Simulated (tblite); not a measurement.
Compound: C₈H₁₁ (doublet state).
Z-matrix (Å and degrees, GFN2-xTB geometry), rows numbered from 1:
```
C 
C   1  1.3080
C   2  1.4820  1  119.92
C   3  1.3241  2  124.18  1   148.94
C   2  1.4797  1  121.27  3   177.76
C   5  1.3264  2  122.14  1   142.28
C   5  1.5029  2  115.11  1   -36.06
C   7  1.5284  5  111.02  2   -70.34
H   1  1.0654  2  137.67  3     4.22
H   3  1.0818  2  115.02  1   -26.41
H   4  1.0769  3  122.12  2     2.79
H   4  1.0777  3  121.28  2  -177.28
H   6  1.0769  5  122.20  2     0.76
H   6  1.0775  5  121.40  2  -177.91
H   7  1.0933  5  108.37  2    49.29
H   7  1.0912  5  109.97  2   168.14
H   8  1.0877  7  110.31  5    58.53
H   8  1.0875  7  110.40  5   178.61
H   8  1.0881  7  110.45  5   -61.39
```

Structure optimised with GFN2-xTB, isolated species. This method treats the open shell by occupation alone, without spin polarisation.

Masses are those of the commonest isotopes; rigid-rotor values at the optimised geometry. The values belong to one conformer with, in the numbering `[H]/[C:1]=[C:2](\[CH:3]=[CH2:4])[C:5](=[CH2:6])[CH2:7][CH3:8]`, C1–C2–C3–C4 149°, C1–C2–C5–C6 142°, C2–C5–C7–C8 -70°.

Q: Give the principal moments of inertia and the rotational constants in MHz.

A: Ia = 185.21, Ib = 312.67, Ic = 355.53 u·Å²; 505379 MHz·u·Å²/I gives A = 2729, B = 1616, C = 1421 MHz.

Q: What kind of rotor is it?

A: An asymmetric top. Ray's parameter κ = (2B − A − C)/(A − C) = -0.702; −1 is the prolate and +1 the oblate limit.

Q: Is it planar, by Δ = Ic − Ia − Ib?

A: Not planar: Δ = Ic − Ia − Ib = -142.35 u·Å². For a rigid frame Δ = −2 Σ m c², so Σ m c² = 71.18 u·Å² lies off the ab plane: 16.30 from hydrogen and 54.88 from heavier atoms. The atom farthest from that plane is 1.83 Å away.

Q: Give the coordinates in the principal-axis frame, origin at the centre of mass.

A: The sense of each axis is arbitrary; atoms in the order of the calculation.
```
atom  mass (u)   a (Å)   b (Å)   c (Å)
  C1    12.000   0.258   1.890  -0.647
  C2    12.000   0.543   0.644  -0.370
  C3    12.000   1.877   0.293   0.172
  C4    12.000   2.102  -0.714   1.002
  C5    12.000  -0.461  -0.430  -0.539
  C6    12.000  -0.136  -1.636  -0.985
  C7    12.000  -1.874  -0.039  -0.208
  C8    12.000  -2.049   0.164   1.296
  H9     1.008   0.759   2.830  -0.649
 H10     1.008   2.674   0.975  -0.097
 H11     1.008   1.320  -1.386   1.311
 H12     1.008   3.085  -0.901   1.402
 H13     1.008   0.877  -1.902  -1.235
 H14     1.008  -0.882  -2.399  -1.135
 H15     1.008  -2.102   0.898  -0.722
 H16     1.008  -2.565  -0.809  -0.557
 H17     1.008  -1.368   0.933   1.655
 H18     1.008  -3.067   0.470   1.522
 H19     1.008  -1.839  -0.759   1.832
```

Q: Estimate the classical rotational partition function at 100 K, 200 K and 500 K.

A: Point group C1, symmetry number σ = 1; q = (√π/σ)·√((kT/h)³/(ABC)), k/h = 20836.6 MHz/K: 67300 at 100 K, 190000 at 200 K, 753000 at 500 K.

For this open shell read J as N, the rotation without spin; fine and hyperfine splittings come on top. Its GFN2-xTB frequencies are all real (lowest 34 cm⁻¹). No vibrational averaging or centrifugal distortion is included, and the geometry carries the error of its method.

All values are computed, not measured.
